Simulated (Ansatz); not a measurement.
Al₇As₇H₂₀⁺, a nanocrystal cut from zinc blende AlAs (hydrogen-capped). The state is a doublet with charge 1. Geometry PBE-D4/def2-SVP, that of the neutral singlet; atoms count from 1.

| atom | x (Å) | y (Å) | z (Å) |
| --- | --- | --- | --- |
| Al1 | 0.725 | 2.178 | -3.188 |
| Al2 | 1.857 | -2.340 | 2.670 |
| Al3 | 0.836 | -1.634 | -1.604 |
| Al4 | 1.534 | 1.706 | 0.840 |
| Al5 | -2.133 | 3.289 | -0.227 |
| Al6 | -1.981 | -0.541 | 1.312 |
| Al7 | -2.845 | -0.108 | -2.703 |
| As8 | 2.570 | 0.038 | 2.471 |
| As9 | 1.726 | 0.653 | -1.380 |
| As10 | -1.634 | 2.057 | -2.350 |
| As11 | 1.940 | -2.978 | 0.263 |
| As12 | -0.600 | -1.993 | 2.893 |
| As13 | -1.530 | -1.434 | -0.941 |
| As14 | -0.883 | 1.665 | 1.322 |
| H15 | 0.902 | 1.373 | -4.565 |
| H16 | 1.367 | 3.625 | -2.927 |
| H17 | 2.597 | -3.273 | 3.734 |
| H18 | 1.172 | -2.440 | -2.939 |
| H19 | 2.325 | 3.067 | 1.094 |
| H20 | -1.318 | 4.669 | -0.142 |
| H21 | -3.680 | 3.156 | 0.181 |
| H22 | -3.472 | -0.637 | 1.870 |
| H23 | -2.461 | -0.774 | -4.112 |
| H24 | -4.349 | -0.037 | -2.146 |
| H25 | 4.088 | -0.005 | 2.313 |
| H26 | 2.546 | 0.588 | 3.894 |
| H27 | 3.228 | 0.521 | -1.630 |
| H28 | -2.344 | 2.950 | -3.370 |
| H29 | 3.415 | -3.227 | -0.042 |
| H30 | 1.490 | -4.436 | 0.217 |
| H31 | -1.197 | -3.394 | 3.000 |
| H32 | -0.823 | -1.582 | 4.346 |
| H33 | -2.058 | -2.868 | -0.913 |
| H34 | -1.011 | 2.167 | 2.760 |

Single mean-field runs in def2-TZVP are fitted with def2-universal-jkfit.

Problem. Estimate the Mulliken populations of the heavy atoms from the PBE0/def2-TZVP orbitals of Ansatz.

Solution. 
```tsv
atom	charge (e)	spin (α − β)
Al1	0.28	0.12
Al2	0.37	0.00
Al3	0.34	0.00
Al4	0.34	0.00
Al5	0.28	0.03
Al6	0.34	0.00
Al7	0.28	0.03
As8	-0.26	0.00
As9	-0.37	0.00
As10	-0.23	0.44
As11	-0.26	0.00
As12	-0.25	0.00
As13	-0.37	0.00
As14	-0.37	0.00
```
Mulliken values depend strongly on the basis.

Problem. Where does the spin sit?

Solution. Summed by element: Al 0.19, As 0.44, H 0.37, of 1 unpaired in all. Largest on single atoms: As10 0.44, Al1 0.12, H21 0.12.

Problem. And the Mayer bond orders between heavy atoms (over 0.3)?

Solution. Al1–As9 0.67 (2.57 Å); Al1–As10 0.56 (2.51 Å); Al2–As8 0.75 (2.49 Å); Al2–As11 0.75 (2.49 Å); Al2–As12 0.75 (2.49 Å); Al3–As9 0.81 (2.46 Å); Al3–As11 0.66 (2.55 Å); Al3–As13 0.81 (2.46 Å); Al4–As8 0.66 (2.55 Å); Al4–As9 0.81 (2.46 Å); Al4–As14 0.81 (2.46 Å); Al5–As10 0.69 (2.51 Å); Al5–As14 0.66 (2.57 Å); Al6–As12 0.66 (2.55 Å); Al6–As13 0.81 (2.46 Å); Al6–As14 0.81 (2.46 Å); Al7–As10 0.70 (2.51 Å); Al7–As13 0.66 (2.57 Å).
